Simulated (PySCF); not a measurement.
Electronic structure of Zn (zinc, neutral) at the UHF level

Configuration: [Ar] 3d10 4s2, closed-shell 1S. All numbers are calculated (PySCF 2.14, no relativity, point nucleus, in pcseg-2).

* Total energy: -1777.815950 hartree
* One-electron energy: -2484.9505 hartree
* Hartree (Coulomb) energy: 776.7686 hartree
* Exchange energy: -69.6341 hartree
* Kinetic energy: 1780.30734 hartree
* ⟨S²⟩: 0.0000
* ⟨L²⟩: 0.000
* Sum of ⟨r⟩: 21.99 bohr
* Sum of ⟨r²⟩: 34.77 bohr²
* Density at the nucleus (Gaussians lack the cusp): 18200 bohr⁻³
* Langevin diamagnetic susceptibility: -27.5 ×10⁻⁶ cm³/mol
* Time after the integrals: 0.2 s of wall time on 1 thread of Neoverse-V1 (shared host)

| shell | electrons | mean orbital energy (hartree) | rms radius, mean of both spins (bohr) |
| --- | --- | --- | --- |
| 1s | 2 | -353.19598 | 0.0592 |
| 2s | 2 | -44.28640 | 0.249 |
| 2p | 6 | -38.85070 | 0.221 |
| 3s | 2 | -5.62873 | 0.743 |
| 3p | 6 | -3.83202 | 0.783 |
| 3d | 10 | -0.77776 | 1.01 |
| 4s | 2 | -0.29267 | 3.12 |
